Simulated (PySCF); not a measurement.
**Two-component Hartree-Fock for Fe (iron, neutral)**

Start: [Ar] 3d7 4s1; 3d3/2 filled at m_j = +1/2, +3/2; 3d5/2 filled at m_j = -3/2, -1/2, +1/2, +3/2, +5/2; 4s1/2 filled at m_j = +1/2. Calculated with PySCF 2.14 in x2c-SVPall-2c with one added diffuse shell each of s, d type (6s5p4d1f, 48 functions): generalised Hartree-Fock with the X2C-1e Hamiltonian and a Gaussian nucleus; one run each with spin-orbit coupling (SO) switched off, then screened by Boettger's factors. This is a chosen level, not necessarily the ground level.

```
spinor shell  electrons  ε, spin-free (eV)  ε, screened SO (eV)  weight of nominal j (screened SO)  rms radius, screened SO (bohr)
       1s1/2          2            -7167.4              -7167.4                              1.000                          0.0676
       2s1/2          2            -876.21              -876.18                              1.000                           0.288
       2p1/2          2            -742.38              -751.29                              0.996                           0.259
       2p3/2          4            -742.38              -737.96                              0.998                           0.261
       3s1/2          2            -110.03              -110.01                              1.000                           0.876
       3p3/2          4            -69.857              -68.859                              0.819                           0.945
       3p1/2          2            -69.857              -71.826                              0.639                           0.942
       3d5/2          5            -10.897              -11.922                              0.584                            1.37
       3d3/2          2            -10.897               -8.323                              0.681                            1.49
       4s1/2          1             -6.367               -6.366                              1.000                            3.75
```

| quantity | spin-free | screened SO |
| --- | --- | --- |
| E (hartree) | -1271.07094 | -1271.08720 |
| M_J | 5 | 5 |
| ⟨J²⟩ | 30.012 | 30.012 |
| ⟨L²⟩ | 12.005 | 12.014 |
| ⟨S²⟩ | 6.007 | 6.003 |

Each row is a mean over spinors that exchange with the open shell spreads, by up to 12.288 eV (3p3/2).

Rows whose weight is well below 1 are mixtures of j = l ± 1/2: exchange outweighs spin-orbit coupling there, and the label is only the starting occupation.

Without spin-orbit coupling the j labels of p, d and f shells carry no meaning; the spin-free column gives the mean over the occupied spinors of each nl shell.
